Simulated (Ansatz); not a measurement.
Ansatz (a first-principles code) input (PBE/def2-SVP):

Ansatz 0.2 input:
```yaml
crystal:
  periodic: [false, false, false]
  atoms:
    - {symbol: Cd, position_ang: [0.75928600, 0.05687900, -0.07853800]}
    - {symbol: Br, position_ang: [-0.80994800, 1.80832100, -1.40510800]}
    - {symbol: Br, position_ang: [-0.23135900, -1.88632600, 1.51281700]}
basis:
  gaussian:
    orbitals: def2-SVP
hamiltonian:
  xc: {name: PBE}
total_charge: -1
magnetization: {spin_polarized: true, initial_magnetization: 1}
output: {forces: true}
```

Output:

```
Functional definition: PBE
integrals: 0.04 GiB planned
998 factors; their error is unknown
mean field: 0.29 GiB planned
mean field evaluation 1: about -144622.3248 eV, gradient 1.8e1 eV
mean field evaluation 2: about -144621.9181 eV, gradient 2.0e1 eV
mean field evaluation 4: about -144623.1896 eV, gradient 5.6e-1 eV
mean field evaluation 8: about -144623.0818 eV, gradient 7.5e-3 eV
mean field evaluation 16: about -144623.0818 eV, gradient 6.7e-6 eV
mean field -144623.08179028 eV, -5314.8002267473 hartree, gradient 6.7e-6 eV, S^2 0.751341; 0 other end points of the search recorded, 0 dependent functions left out
the calculation of the forces begins
reference -144623.08182586 eV, -5314.8002280545 hartree; 46, 45 occupied and 49, 50 virtual orbitals, 998 factors
Total energy: -144623.08182586 eV, -5314.8002280545 hartree
Atom 0 at     0.759286     0.056879    -0.078538 Å, force    -0.111110    -0.008323     0.011493 eV/Å
Atom 1 at    -0.809948     1.808321    -1.405108 Å, force     0.066767    -0.067436     0.050800 eV/Å
Atom 2 at    -0.231359    -1.886326     1.512817 Å, force     0.044343     0.075760    -0.062292 eV/Å
Dipole moment:     0.227402     0.017035    -0.023522 e Å
```

The dipole moment of an ion depends on the origin.

The geometry given is a B3LYP-D3(BJ)/def2-TZVP minimum.
